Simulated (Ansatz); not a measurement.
`F[SiH2][AlH][GeH3]` + `BSC` → `CS[BH][GeH3]` + `F[SiH2][AlH2]`  (formal exchange of groups at a Ge–Al bond)

Computed with Ansatz on PBE0-D4/def2-TZVP structures; ΔE is electronic, products minus reactants. CCSD(T)/CBS is the MP2 limit (def2-TZVPP, def2-QZVPP) plus CCSD(T) − MP2 in def2-TZVPP, frozen cores. Functionals use def2-TZVPP. B3LYP here is the variant with VWN-RPA as its local correlation; programs differ in this. For Ge outer-core shells are correlated without core-valence functions, which leaves a few kJ/mol of doubt a bond. Scalar relativity is left out up to krypton. Each species was taken in one conformer, which may not be the lowest.

```
             species  B3LYP-D4 energy (Eh)
`F[SiH2][AlH][GeH3]`           -2712.58778
               `BSC`            -464.23818
      `CS[BH][GeH3]`           -2542.49489
     `F[SiH2][AlH2]`            -634.31800
```

Q: Work out ΔE.

A: ΔE = (-2542.49489) + (-634.31800) − (-2712.58778) − (-464.23818) = 0.01307 Eh = +34.3 kJ/mol. CCSD(T)/CBS gives +31.3 kJ/mol.

Largest T1 diagnostic among the species: 0.014.

In def2-TZVPP, CCSD(T) changes the Hartree–Fock value by −4.5 kJ/mol (the triples alone add −1.0 kJ/mol) and MP2 by −6.9 kJ/mol.
